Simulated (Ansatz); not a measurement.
`[SiH3][O][Cd][Br]` + `O[SiH3]` → `[SiH3][O][Cd][O][SiH3]` + HBr  (ligand exchange at a Cd–Br bond)

Calculated with Ansatz (gas phase, PBE0-D4/def2-TZVP geometries, no zero-point term in ΔE). CCSD(T)/CBS adds triple-zeta CCSD(T) − MP2 to the extrapolated MP2 energy (def2 sets, frozen cores). DFT in def2-TZVPP. B3LYP here is the variant with VWN-RPA as its local correlation; programs differ in this. def2 core potentials past Kr. For Br, Cd outer-core shells are correlated without core-valence functions, which leaves a few kJ/mol of doubt a bond. Scalar relativity is left out up to krypton. Each species was taken in one conformer, which may not be the lowest.

Q: Is it downhill or uphill in electronic energy at CCSD(T)/CBS, and by how much? (An estimate is asked.)

A: Ansatz gave: Uphill: ΔE = +120.3 kJ/mol.

Q: What do these levels give: LDA (SPW92), B3LYP-D4, PBE-QIDH, r2SCAN, HF/def2-SVP, CCSD/def2-SVP, HF/def2-TZVPP, MP2/def2-TZVPP, CCSD/def2-TZVPP, CCSD(T)/def2-TZVPP, SCS-MP2/def2-QZVPP, CCSD/CBS(def2)? (Estimate.)

A: Ansatz gave: LDA (SPW92) 114.2, B3LYP-D4 116.0, PBE-QIDH 124.2, r2SCAN 117.7, HF/def2-SVP 133.9, CCSD/def2-SVP 109.7, HF/def2-TZVPP 142.5, MP2/def2-TZVPP 111.6, CCSD/def2-TZVPP 114.0, CCSD(T)/def2-TZVPP 110.1, SCS-MP2/def2-QZVPP 114.3, CCSD/CBS(def2) 124.2 kJ/mol.

Largest T1 diagnostic among the species: 0.015.

From BLYP to BHLYP (50 % exact exchange), in def2-TZVPP and without D4, ΔE moves by +18.2 kJ/mol. In def2-TZVPP, CCSD(T) changes the Hartree–Fock value by −32.4 kJ/mol (the triples alone add −3.9 kJ/mol) and MP2 by −30.9 kJ/mol. The D4 term adds −3.7 kJ/mol with B3LYP and −2.2 kJ/mol with PBE0; it sums over pairs of atoms, weighted by their polarisabilities, and B3LYP, whose exchange is more repulsive, gets the larger term.
